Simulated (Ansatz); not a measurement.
Al₁₂N₁₂H₃₀, a nanocrystal cut from wurtzite AlN (hydrogen-capped), relaxed as a singlet with RKS PBE-D4/def2-SVP in Ansatz, starting from the GFN2-xTB geometry. Force threshold 0.03 eV/Å.

Single mean-field runs in def2-SVP are fitted with def2-universal-jkfit.

Start:

Cartesian coordinates in Å:
```
Al -2.456 2.356 0.927
N -3.666 0.833 1.285
Al 0.173 3.063 0.050
N 1.819 2.859 1.064
N -0.860 1.583 0.349
Al -0.132 0.536 1.708
Al -2.860 -0.881 0.947
N -1.335 -0.917 2.056
Al 2.717 1.150 0.848
N 1.473 -0.172 1.081
Al 2.278 -1.210 2.405
Al -0.579 -2.599 1.661
N 1.007 -2.685 2.747
N 0.850 2.958 -1.769
Al -1.139 0.640 -1.233
N -2.336 -0.813 -0.863
Al 1.656 1.258 -2.255
N 3.172 1.212 -1.040
N 0.499 -0.071 -1.763
Al 1.273 -1.175 -0.477
Al -1.530 -2.498 -1.123
N 0.059 -2.616 -0.114
Al 0.302 -1.002 -3.367
N -0.945 -2.480 -2.957
H -2.245 3.016 2.338
H -3.141 3.115 -0.265
H -3.977 0.917 2.255
H -4.504 0.973 0.717
H -0.432 4.451 0.304
H 1.443 2.757 2.017
H 2.428 3.678 1.087
H 0.067 1.355 3.042
H -3.867 -2.000 1.250
H -1.572 -0.821 3.050
H 3.996 1.118 1.695
H 2.310 -0.414 3.759
H 3.546 -1.926 1.817
H -1.503 -3.779 1.988
H 0.779 -2.661 3.743
H 1.512 -3.562 2.605
H 1.335 3.789 -2.111
H -0.031 2.906 -2.298
H -1.779 1.547 -2.354
H -3.130 -0.657 -1.495
H 2.151 1.306 -3.708
H 3.952 1.824 -1.286
H 3.507 0.251 -1.187
H 2.646 -1.778 -0.967
H -2.487 -3.677 -0.895
H 0.596 -3.464 -0.330
H -0.481 -0.115 -4.401
H 1.648 -1.728 -3.728
H -1.733 -2.402 -3.602
H -0.473 -3.351 -3.208
```

```tsv
step	energy (eV)	largest force component (eV/Å)	SCF passes
1	-97460.9570	1.421	20
2	-97462.0857	0.567	20
3	-97462.2506	0.210	20
4	-97462.2616	0.099	21
5	-97462.2641	0.030	21
6	-97462.2648	0.007	21
```

Force components are those of the run's own axes.

End:

Cartesian coordinates in Å:
```
Al -2.561 2.474 0.965
N -3.751 0.907 1.316
Al 0.183 3.131 0.050
N 1.825 2.880 1.100
N -0.904 1.630 0.368
Al -0.142 0.540 1.751
Al -2.976 -0.843 0.988
N -1.359 -0.963 2.025
Al 2.776 1.178 0.862
N 1.518 -0.193 1.126
Al 2.390 -1.255 2.515
Al -0.536 -2.680 1.751
N 1.079 -2.731 2.829
N 0.833 2.984 -1.798
Al -1.171 0.648 -1.259
N -2.335 -0.860 -0.827
Al 1.694 1.292 -2.302
N 3.208 1.196 -1.054
N 0.507 -0.087 -1.829
Al 1.296 -1.209 -0.487
Al -1.554 -2.573 -1.225
N 0.003 -2.620 -0.095
Al 0.324 -1.038 -3.525
N -0.938 -2.519 -3.066
H -2.363 3.167 2.406
H -3.271 3.263 -0.248
H -4.084 0.963 2.291
H -4.610 1.018 0.754
H -0.417 4.590 0.308
H 1.521 2.891 2.092
H 2.459 3.691 1.025
H 0.053 1.368 3.122
H -4.063 -1.971 1.319
H -1.644 -0.928 3.020
H 4.120 1.173 1.728
H 2.437 -0.447 3.908
H 3.701 -1.990 1.934
H -1.462 -3.930 2.132
H 0.829 -2.736 3.831
H 1.564 -3.631 2.690
H 1.398 3.803 -2.075
H -0.014 3.052 -2.395
H -1.838 1.567 -2.406
H -3.168 -0.768 -1.434
H 2.226 1.372 -3.808
H 3.939 1.889 -1.280
H 3.663 0.282 -1.243
H 2.692 -1.844 -0.987
H -2.547 -3.816 -1.039
H 0.483 -3.516 -0.292
H -0.473 -0.141 -4.601
H 1.700 -1.780 -3.916
H -1.748 -2.465 -3.703
H -0.489 -3.415 -3.311
```

By distances, no bond broke or formed. The bond that changes most is N19–Al23, from 1.86 to 1.95 Å (atoms count from 1).

No frequencies were taken in this run, so the end may be a saddle point.

It took 39 s on 2 threads of AMD EPYC 7R13 on a shared host and a share (18 GiB) of an NVIDIA H100 80GB HBM3, peak host memory 1.1 GiB.
